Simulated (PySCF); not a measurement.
Task: What does the PBE0-D3(BJ)/def2-SVP structure of InChI=1S/C3H3Cl2FGe/c4-3(5,6)1-2-7/h7H3 look like in three dimensions?

Result: 
```
atom  x, y, z in Å
F1     2.7016   -0.9539   -0.8509
C2     2.2197   -0.0456    0.0080
Cl3    2.8055   -0.4624    1.6395
Cl4    2.8524    1.5522   -0.4658
C5     0.7665   -0.0301   -0.0097
C6    -0.4489   -0.0259   -0.0351
Ge7   -2.3558   -0.0165   -0.0701
H8    -2.8531    0.2926    1.3471
H9    -2.8277   -1.4025   -0.5257
H10   -2.8096    1.0657   -1.0573
```

Any rigid rotation of these coordinates is as good. Atoms count from 1 in this order. The C–C distances run from 1.216 Å (C5≡C6, drawn triple) to 1.453 Å (C2–C5, drawn single), a spread of 0.237 Å. Ge7 (germanium bonded to C and 3 H) is tetrahedral (angles from 108.0° to 110.9°).

Bonds between heavy atoms (Å): F1–C2 1.340, C2–Cl3 1.783, C2–Cl4 1.783, C2–C5 1.453, C5≡C6 1.216, C6–Ge7 1.907.

Computed, not measured: PBE0-D3(BJ)/def2-SVP geometry optimisation, gas phase in PySCF.

No PBE0-D3(BJ)/def2-SVP frequencies stand behind this structure, so it isn't proved a minimum.

On one thread, Arm Neoverse V1 (aarch64), shared host, this took 76 s of wall time and 0.53 GiB of memory at its peak. That covers the optimisation of the geometry.
